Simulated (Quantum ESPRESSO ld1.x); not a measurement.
Ga XXI, 11 electrons, occupied as [Ne] 3s1 (the NIST ground configuration).

All-electron calculation, scalar-relativistic Kohn-Sham, LDA (Slater exchange, Perdew-Wang correlation), spin-polarised, spherical densities, point nucleus; open shells are filled with parallel spins first. Program: ld1.x of Quantum ESPRESSO 7.5.

Energy parts (hartree):
part                      energy
total                 -1710.9995
kinetic                1743.5367
electron-nucleus      -3721.8321
Hartree                 315.3556
exchange-correlation    -48.0595

Orbitals (lengths in bohr, moments of r in powers of bohr):
orbital  occ.  eigenvalue (hartree)      <r>  <1/r>       <r^4>
1s up       1              -406.038  0.04864  31.27  0.00002604
1s down     1              -405.987  0.04865  31.26  0.00002604
2s up       1              -75.5512   0.2146  6.947    0.004997
2s down     1              -75.4929   0.2145  6.950    0.004970
2p up       3              -69.8967   0.1871  6.812    0.003586
2p down     3              -69.8443   0.1870  6.815    0.003564
3s up       1              -29.0701   0.5335  2.748      0.1520
3s down     0              -28.6982   0.5334  2.751      0.1528
3p up       0              -27.3138   0.5203  2.671      0.1463
3p down     0              -26.9569   0.5198  2.678      0.1468
4s up       0              -15.1785   0.9977  1.473       1.719
4s down     0              -15.0406    1.006  1.459       1.770

The highest occupied level is 3s up at -791.04 eV. Spin moment in Bohr magnetons: 1. For comparison, the ionisation energy in NIST's Atomic Spectra Database is 807.31 eV (semi-empirical). In exact Kohn-Sham theory the highest level is minus the ionisation energy, but local and semilocal functionals leave it too shallow, through self-interaction and a potential that decays too fast; potentials with the right tail come closer.
